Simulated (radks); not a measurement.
The numbers below are computed, except where a source is named.
All-electron atom: Er+ in [Xe] 4f12 6s1. Level of theory: Dirac Kohn-Sham, LDA (Slater exchange, Perdew-Wang correlation), spin-unpolarised, spherical densities, point nucleus; open shells are shared between the two j in proportion to 2j + 1 (a radial shooting solver on a logarithmic mesh with Libxc functionals).

Unscreened Slater integrals over Kohn-Sham orbitals (cm^-1). Large and small components are both included. Empty in this configuration: 5d3/2.

| integral | value |
|---|---|
| F0(6s1/2,6s1/2) | 55181 |
| F0(6s1/2,4f7/2) | 71795 |
| G3(6s1/2,4f7/2) | 2799.9 |
| F0(6s1/2,4f5/2) | 71903 |
| G3(6s1/2,4f5/2) | 2667.0 |
| F0(6s1/2,5p3/2) | 68467 |
| G1(6s1/2,5p3/2) | 5977.8 |
| F0(6s1/2,5d3/2) | 61225 |
| G2(6s1/2,5d3/2) | 22184 |
| F0(4f7/2,4f7/2) | 250300 |
| F2(4f7/2,4f7/2) | 114910 |
| F4(4f7/2,4f7/2) | 71366 |
| F6(4f7/2,4f7/2) | 51146 |
| F0(4f7/2,4f5/2) | 253060 |
| F2(4f7/2,4f5/2) | 116380 |
| F4(4f7/2,4f5/2) | 72320 |
| G2(4f7/2,4f5/2) | 116080 |
| G4(4f7/2,4f5/2) | 72138 |
| G6(4f7/2,4f5/2) | 51712 |
| F0(4f7/2,5p3/2) | 155240 |
| F2(4f7/2,5p3/2) | 51968 |
| G2(4f7/2,5p3/2) | 28269 |
| G4(4f7/2,5p3/2) | 21314 |
| F0(4f7/2,5d3/2) | 97974 |
| F2(4f7/2,5d3/2) | 21194 |
| G3(4f7/2,5d3/2) | 8508.3 |
| G5(4f7/2,5d3/2) | 6231.8 |
| F0(4f5/2,4f5/2) | 255870 |
| F2(4f5/2,4f5/2) | 117920 |
| F4(4f5/2,4f5/2) | 73314 |
| F0(4f5/2,5p3/2) | 156000 |
| F2(4f5/2,5p3/2) | 51515 |
| G2(4f5/2,5p3/2) | 27417 |
| G4(4f5/2,5p3/2) | 20782 |
| F0(4f5/2,5d3/2) | 98210 |
| F2(4f5/2,5d3/2) | 20756 |
| G1(4f5/2,5d3/2) | 11098 |
| G3(4f5/2,5d3/2) | 8105.9 |
| F0(5p3/2,5p3/2) | 129350 |
| F2(5p3/2,5p3/2) | 69079 |
| F0(5p3/2,5d3/2) | 90920 |
| F2(5p3/2,5d3/2) | 39498 |
| G1(5p3/2,5d3/2) | 44700 |
| G3(5p3/2,5d3/2) | 26966 |
| F0(5d3/2,5d3/2) | 73721 |
| F2(5d3/2,5d3/2) | 36195 |
